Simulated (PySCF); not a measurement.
Br3Re, SMILES [Re]([Br])([Br])[Br] (connectivity only; charge and spin as stated), neutral, multiplicity 5. Atoms are numbered in the order given.

```xyz
4

Re     0.0000     0.0000     0.1954
Br     0.0000     2.3320     0.8862
Br     0.0000    -2.3320     0.8862
Br     0.0000     0.0000    -2.1910
```
Charge 0, spin multiplicity 5.

Geometry: r2SCAN-D4/def2-SVP. A frequency run showed that this geometry is not a minimum. The multiplicity is an assumed one; other spin states were not compared. The def2 effective core potentials stand for the cores of Re; spin–orbit coupling is left out.

Computed with PySCF with B3LYP/def2-TZVP.

ESP charges are fitted to the potential on shells at 1.4 to 2.0 van der Waals radii. Atomic charges (e):

```csv
atom,ESP fit,Mulliken,Mulliken spin
Re1,[?],0.83,3.58
Br2,[?],-0.30,0.14
Br3,[?],-0.30,0.14
Br4,[?],-0.22,0.14
```

Task: Fill in the missing entries. (An estimate is asked for; the answer gives what the named calculation found.)

Result: 
- Re1, ESP fit: 0.40
- Br2, ESP fit: -0.14
- Br3, ESP fit: -0.14
- Br4, ESP fit: -0.12
